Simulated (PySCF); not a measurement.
CH5FO2Si2. Atoms are numbered in the order given.

```xyz
11

O      1.4178     1.5376     0.3007
C      1.3117     0.4494    -0.2164
O      2.3627    -0.3198    -0.5264
Si    -0.4411    -0.2061    -0.6275
F     -0.4179    -1.8182    -0.8768
Si    -1.7453     0.3434     1.2210
H      3.1627     0.1668    -0.2563
H     -0.8579     0.4532    -1.8940
H     -3.0909    -0.2898     1.1069
H     -1.8919     1.8243     1.2783
H     -1.0655    -0.1507     2.4518
```
Charge 0, spin multiplicity 1.

Geometry optimised at ωB97X-D3(BJ)/def2-SVP. The structure was generated by enumeration; whether it is a known compound was not checked. The values are those of a single conformer.

The numbers are results of PySCF with M06-2X/def2-TZVP, not measurements.

Gas-phase values at a fixed geometry.

The total energy is -870.44626 hartree and the highest occupied level is -9.52 eV. The lowest empty level is -0.14 eV, the orbital gap is 9.38 eV and the dipole moment comes out as 0.054 e·Å. The quadrupole, principal values (traceless, Buckingham form, about the centre of nuclear charge) is -13.42, 2.18, 11.25 D·Å and the mean static polarisability comes out as 71.0 bohr³ (10.51 Å³). The polarisability, principal values is 60.1, 69.1, 83.7 bohr³.
